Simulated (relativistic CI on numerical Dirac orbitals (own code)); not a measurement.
Calculated levels, Ni IV

Method of calculation: Dirac-Coulomb-Breit CI, KLI orbitals optimised for each configuration, model QED, valence Slater integrals scaled by 0.85, P86 correlation estimate, and configurations built on the next ion tied to the tabulated ionisation energy (semi-empirical) (own radial code, finite nucleus).

CI space (outside the closed core [Ne] 3s2): 3p⁶3d⁷, 3p⁶3d⁶4s, 3p⁶3d⁶4p, 3p⁶3d⁶4d, 3p⁶3d⁶5s, 3p⁶3d⁶4f, 3p⁶3d⁵4s², 3p⁶3d⁶5p, 3p⁵3d⁸, 3p⁶3d⁶5d, 3p⁶3d⁵4s4p, 3p⁶3d⁶5f, 3p⁶3d⁶5g, 3p⁶3d⁵4p², 3p⁶3d⁵4s4d, 3p⁴3d⁹. Levels of other configurations are missing.

The lowest level is 3p⁶3d⁷ ⁴F9/2, with 99 % of that term; Hund's rules for 3p⁶3d⁷ give ⁴F with J = 9/2, in agreement.

| No. | Configuration | Term | J | E (cm⁻¹) | % | Next component (%) | Lifetime (s) | jj configuration (%) |
| --- | --- | --- | --- | --- | --- | --- | --- | --- |
| 1 | 3p⁶3d⁷ | ⁴F | 9/2 | 0.0 | 99 |  |  | 3d5/2^3 (53) |
| 2 | 3p⁶3d⁷ | ⁴F | 7/2 | 1148.8 | 100 |  | 1.96e+01 | 3d3/2^3 3d5/2^4 (82) |
| 3 | 3p⁶3d⁷ | ⁴F | 5/2 | 1970.5 | 100 |  | 3.13e+01 | 3d3/2^2 3d5/2^5 (70) |
| 4 | 3p⁶3d⁷ | ⁴F | 3/2 | 2526.3 | 99 |  | 9.03e+01 | 3d3/2^2 3d5/2^5 (35) |
| 5 | 3p⁶3d⁷ | ⁴P | 5/2 | 17064.4 | 99 | 1 ²D | 1.17e+01 | 3d3/2^3 3d5/2^4 (59) |
| 6 | 3p⁶3d⁷ | ⁴P | 3/2 | 17358.5 | 94 | 5 ²P | 1.81e+01 | 3d3/2^3 3d5/2^4 (42) |
| 7 | 3p⁶3d⁷ | ⁴P | 1/2 | 17896.1 | 97 | 2 ²P | 1.71e+01 | 3d3/2^3 3d5/2^4 (60) |
| 8 | 3p⁶3d⁷ | ²G | 9/2 | 19033.3 | 97 | 2 ²H | 1.00e+00 | 3d5/2^3 (42) |
| 9 | 3p⁶3d⁷ | ²G | 7/2 | 20101.0 | 100 |  | 1.84e+00 | 3d3/2^3 3d5/2^4 (51) |
| 10 | 3p⁶3d⁷ | ²P | 3/2 | 22994.2 | 76 | 19 ²D | 1.02e+00 | 3d5/2^3 (53) |
| 11 | 3p⁶3d⁷ | ²P | 1/2 | 24219.9 | 98 | 2 ⁴P | 2.27e+00 | 3d3/2^2 3d5/2^5 (61) |
| 12 | 3p⁶3d⁷ | ²D | 5/2 | 24891.7 | 99 | 1 ⁴P | 5.35e-01 | 3d3/2^3 3d5/2^4 (47) |
| 13 | 3p⁶3d⁷ | ²H | 11/2 | 26060.9 | 100 |  | 1.13e+01 | 3d3/2^3 3d5/2^4 (100) |
| 14 | 3p⁶3d⁷ | ²D | 3/2 | 26795.4 | 81 | 18 ²P | 4.28e-01 | 3d3/2 3d5/2^6 (62) |
| 15 | 3p⁶3d⁷ | ²H | 9/2 | 27041.6 | 98 | 2 ²G | 2.58e+00 | 3d3/2^2 3d5/2^5 (66) |
| 16 | 3p⁶3d⁷ | ²F | 5/2 | 41887.3 | 99 |  | 1.33e+00 | 3d3/2^3 3d5/2^4 (59) |
| 17 | 3p⁶3d⁷ | ²F | 7/2 | 42295.9 | 99 |  | 9.50e-01 | 3d3/2^3 3d5/2^4 (67) |
| 18 | 3p⁶3d⁷ | ²D | 3/2 | 62577.7 | 99 |  | 9.32e-02 | 3d3/2^3 3d5/2^4 (87) |
| 19 | 3p⁶3d⁷ | ²D | 5/2 | 63257.1 | 99 |  |  | 3d3/2^2 3d5/2^5 (63) |
| 20 | 3p⁶3d⁶4s | ⁶D | 9/2 | 113841.1 | 100 |  |  | 3d3/2^3 3d5/2^3 4s (47) |
| 21 | 3p⁶3d⁶4s | ⁶D | 7/2 | 114603.5 | 100 |  |  | 3d3/2^3 3d5/2^3 4s (51) |
| 22 | 3p⁶3d⁶4s | ⁶D | 5/2 | 115157.8 | 99 |  |  | 3d3/2^2 3d5/2^4 4s (59) |
| 23 | 3p⁶3d⁶4s | ⁶D | 3/2 | 115538.1 | 99 |  |  | 3d3/2 3d5/2^5 4s (34) |
| 24 | 3p⁶3d⁶4s | ⁶D | 1/2 | 115760.9 | 99 |  |  | 3d3/2^2 3d5/2^4 4s (47) |
| 25 | 3p⁶3d⁶4s | ⁴D | 7/2 | 123841.8 | 99 |  |  | 3d3/2^3 3d5/2^3 4s (47) |
| 26 | 3p⁶3d⁶4s | ⁴D | 5/2 | 124717.5 | 99 |  |  | 3d3/2^2 3d5/2^4 4s (46) |
| 27 | 3p⁶3d⁶4s | ⁴D | 3/2 | 125285.4 | 99 |  |  | 3d3/2^2 3d5/2^4 4s (49) |
| 28 | 3p⁶3d⁶4s | ⁴D | 1/2 | 125611.5 | 99 |  |  | 3d3/2^2 3d5/2^4 4s (37) |
| 29 | 3p⁶3d⁶4s | ⁴H | 13/2 | 140537.4 | 99 |  |  | 3d3/2^3 3d5/2^3 4s (66) |
| 30 | 3p⁶3d⁶4s | ⁴H | 11/2 | 140874.2 | 98 | 2 ⁴G |  | 3d3/2^3 3d5/2^3 4s (56) |

Energies count from the lowest computed level; lifetimes are radiative, by E1, M1, E2 decay to levels of this space only; some are left blank where a channel outside the calculation adds to the decay or the decay crosses a small, uncertain gap. Filled j subshells are mostly left out of the jj labels.

The mean weight of the leading LS term, summed over parents, in these 30 levels is 97 %, and that of the leading jj configuration (from the same eigenvectors) 57 %, so LS coupling describes them better.

Configurations that consist of the next ion and one excited electron were tied to the tabulated ionisation energy; Rydberg ones are usually within 1,000 to 3,000 cm⁻¹ and the lowest ones within about 6,000 (9,000 in d shells), while levels on excited terms of the next ion carry the error of that term, and the other configurations can be misplaced by 10,000 cm⁻¹ or more. Rates follow the energies as ν³ (E1, M1) or ν⁵ (E2), so rates, branching and lifetimes can be off by large factors. The fine structure of a lone outer electron comes out too small, for d and f at times inverted, and misplaced configurations move strength between like terms. 54 of the 54 excited levels that our extract of the measured tables holds in this range could be paired (the sources list more); they are missed by 2212 cm⁻¹ on average and 4782 at most, and levels without a partner can miss by more.

Landé's interval rule says that E(J) − E(J−1) = AJ with one A. For the ground term the intervals give A = -222.3, -234.8, -255.3 cm⁻¹ for J = 5/2, 7/2, 9/2; the multiplet is inverted.
